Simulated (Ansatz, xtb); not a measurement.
**A geometry optimisation of BFH4NSi+ with r2SCAN-D4/def2-SVP**

The starting geometry of this gas-phase singlet was built from a drawn formula by distance geometry and a force field; its bonds are those of `F[BH2-][NH+]=[SiH+]`.

```xyz
8

B    -0.5584   -1.1114    0.0287
F    -1.9301   -1.2310    0.5428
N     0.3135   -0.4566    1.0641
Si    0.0617    1.0097    1.6715
H    -0.6571   -0.4106   -0.9216
H    -0.1046   -2.1791   -0.2863
H     1.1484   -0.9558    1.4070
H    -0.2132    2.3508    2.1739
```

Task: Where would you expect an optimisation with r2SCAN-D4/def2-SVP to take it?

Result: It loosens into BFH2NSi + H2, which stay close as a complex (formulas without charges). Distances that change by over a tenth: B1–F2 (1.47 → 1.29 Å), B1–Si4 (2.75 → 2.24 Å), Si4–H8 (1.46 → 1.85 Å). Contacts that open: B1–H5 (1.18 → 2.72 Å), B1–H6 (1.20 → 2.82 Å). Contacts that close: B1–H8 (4.09 → 1.29 Å), H5–H6 (1.96 → 0.76 Å).

The energy falls by 4.47 eV over 40 steps:

```json
{"step": "1", "E − E(last) (eV)": "4.471"}
{"step": "5", "E − E(last) (eV)": "3.198"}
{"step": "10", "E − E(last) (eV)": "2.428"}
{"step": "14", "E − E(last) (eV)": "1.116"}
{"step": "18", "E − E(last) (eV)": "0.251"}
{"step": "23", "E − E(last) (eV)": "0.013"}
{"step": "27", "E − E(last) (eV)": "0.004"}
{"step": "31", "E − E(last) (eV)": "0.002"}
{"step": "36", "E − E(last) (eV)": "0.000"}
{"step": "40", "E − E(last) (eV)": "0.000"}
```

Final geometry (Å):

```json
{"atom": "B", "x (Å)": "-0.8106", "y (Å)": "-0.4752", "z (Å)": "1.2089"}
{"atom": "F", "x (Å)": "-1.8257", "y (Å)": "-1.2080", "z (Å)": "0.8932"}
{"atom": "N", "x (Å)": "0.4717", "y (Å)": "-0.6997", "z (Å)": "1.7273"}
{"atom": "Si", "x (Å)": "0.7844", "y (Å)": "1.0007", "z (Å)": "1.7669"}
{"atom": "H", "x (Å)": "-0.6691", "y (Å)": "-0.4744", "z (Å)": "-1.5094"}
{"atom": "H", "x (Å)": "0.0822", "y (Å)": "-0.3691", "z (Å)": "-1.4680"}
{"atom": "H", "x (Å)": "0.9591", "y (Å)": "-1.5668", "z (Å)": "1.9612"}
{"atom": "H", "x (Å)": "-0.9319", "y (Å)": "0.8085", "z (Å)": "1.0999"}
```

From the same start GFN2-xTB ends elsewhere, differing in B1–N3 (3.63 against 1.40 Å here), B1–Si4 (3.36 against 2.24 Å here), B1–H5 (1.16 against 2.72 Å here), B1–H6 (1.17 against 2.82 Å here), B1–H8 (3.86 against 1.29 Å here), Si4–H8 (1.44 against 1.85 Å here).

No frequencies were run, so the end isn't proven a minimum. Run with Ansatz 0.2.0, 79 s on 2 threads of Arm Neoverse V2, on a shared host.
